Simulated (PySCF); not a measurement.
Isomers of C8H8O. Level of theory: PySCF 2.14.0, density-fitted response routines, TDDFT CAM-B3LYP/def2-SVPD, vertical, gas phase, core orbitals frozen in the response. Geometries: GFN2-xTB; one conformer of each isolated species. Triplets are in the Tamm–Dancoff approximation.

A. `C#C/C(C=O)=C/CC=C`
B. `c1cc(C)ccc1C=O`
C. `O=CCc1ccccc1`

Lowest singlet levels (six at most, fewer where fewer were computed) with oscillator strengths:

1. 338 nm (f 0.000); 261 nm (f 0.237); 236 nm (f 0.002); 222 nm (f 0.003); 198 nm (f 0.003); 193 nm (f 0.105); T1 2.86 eV
2. 288 nm (f 0.004); 228 nm (f 0.002); 206 nm (f 0.067); 188 nm (f 0.087); 184 nm (f 0.204); 177 nm (f 0.420); T1 3.71 eV
3. 317 nm (f 0.000); 246 nm (f 0.011); 236 nm (f 0.346); 193 nm (f 0.239); 187 nm (f 0.000); 183 nm (f 0.504); T1 3.39 eV

Task: Which spectrum belongs to which structure?

Result: 1 = A, 2 = C, 3 = B.
- A: S1 at 3.66 eV, HOMO-1→LUMO (74%), HOMO-2→LUMO (13%); Löwdin shares by element: HOMO carbon 77% or more (atoms not listed hold the other 23%); LUMO carbon 60% or more, oxygen 16% (atoms not listed hold the other 24%); HOMO -8.53 and LUMO -1.16 eV.
- B: S1 at 3.91 eV, HOMO-1→LUMO (89%), HOMO-1→LUMO+5 (8%); Löwdin shares by element: HOMO carbon 62% or more (atoms not listed hold the other 38%); LUMO carbon 45% or more, oxygen 19% (atoms not listed hold the other 36%); HOMO -8.63 and LUMO -0.75 eV.
- C: S1 at 4.31 eV, HOMO-2→LUMO (35%), HOMO→LUMO (35%), HOMO-2→LUMO+2 (15%); Löwdin shares by element: HOMO carbon 41% or more, oxygen 17% (atoms not listed hold the other 42%); LUMO carbon 40% or more, oxygen 20% (atoms not listed hold the other 39%); HOMO -8.48 and LUMO 0.10 eV.
